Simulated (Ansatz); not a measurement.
Input file for CH₅GaO₂Si (`[SiH3][Ga]1[O]C[O]1`):

```yaml
crystal:
  periodic: [false, false, false]
  atoms:
    - {symbol: Si, position_ang: [-2.261952, -0.490370, -0.546391]}
    - {symbol: Ga, position_ang: [-0.001674, 0.003379, -0.001078]}
    - {symbol: O, position_ang: [1.688149, -0.126006, -0.665867]}
    - {symbol: C, position_ang: [2.167395, 0.471151, 0.523243]}
    - {symbol: O, position_ang: [1.025577, 0.719348, 1.320260]}
    - {symbol: H, position_ang: [-3.151171, 0.445746, 0.184740]}
    - {symbol: H, position_ang: [-2.449442, -0.336954, -2.010346]}
    - {symbol: H, position_ang: [-2.556818, -1.888182, -0.142783]}
    - {symbol: H, position_ang: [2.854379, -0.210867, 1.042810]}
    - {symbol: H, position_ang: [2.685538, 1.412776, 0.295411]}
basis:
  gaussian: {orbitals: def2-TZVPP}
correlation: {method: ccsd_t}
output: {orbitals: {seedname: orbitals}}
```

```sh
$ ansatz run in.yaml --threads 4 --pin off --events-out ev --progress --plain --max-ram 10444MiB
```

Output of Ansatz, abridged:

```
Functional definition: HF
1548 factors; integrals over basis functions are off by at most 9.5e-4 eV
mean field evaluation 1: about -65377.5027 eV, gradient 5.0e1 eV
mean field evaluation 2: about -65377.7708 eV, gradient 5.0e1 eV
mean field evaluation 4: about -65383.2262 eV, gradient 4.1e0 eV
mean field evaluation 8: about -65383.3127 eV, gradient 4.6e-1 eV
mean field -65383.31415621 eV, -2402.7924768388 hartree, gradient 2.9e-6 eV, S^2 0.000000; 0 other end points of the search recorded, 0 dependent functions left out
17 core orbitals not correlated: weight in the atoms' cores, before any rotation towards them, 1.000 or more for the frozen orbitals, at most 0.000 for the correlated occupied ones
reference -65383.31415621 eV, -2402.7924768388 hartree; 19, 19 occupied and 217, 217 virtual orbitals, 1548 factors
second order -26.84441276 eV of doubles, -0.00000000 eV of singles
cycle   1  -26.41521225 eV  change    4.3e-1 eV  update   1.5e-1
cycle   2  -27.27626741 eV  change   -8.6e-1 eV  update   4.9e-2
cycle   3  -27.48178337 eV  change   -2.1e-1 eV  update   2.9e-2
cycle   4  -27.46070256 eV  change    2.1e-2 eV  update   9.4e-3
cycle   5  -27.45327281 eV  change    7.4e-3 eV  update   5.6e-3
cycle   6  -27.45724984 eV  change   -4.0e-3 eV  update   2.1e-3
cycle   7  -27.45687191 eV  change    3.8e-4 eV  update   8.1e-4
cycle   8  -27.45647354 eV  change    4.0e-4 eV  update   2.8e-4
cycle   9  -27.45661058 eV  change   -1.4e-4 eV  update   1.0e-4
cycle  10  -27.45670341 eV  change   -9.3e-5 eV  update   3.8e-5
cycle  11  -27.45663769 eV  change    6.6e-5 eV  update   1.6e-5
cycle  12  -27.45665283 eV  change   -1.5e-5 eV  update   7.1e-6
perturbative correction -1.15355800 eV, -0.0423924747 hartree
Total energy: -65411.92436705 eV, -2403.8438826942 hartree
```

It took 70 s on 4 threads of an AMD EPYC 9R45 on a shared host, with 5.6 GiB of host memory at the peak.

Correlation energy per correlated electron: -0.753 eV. T1 diagnostic: 0.0175.
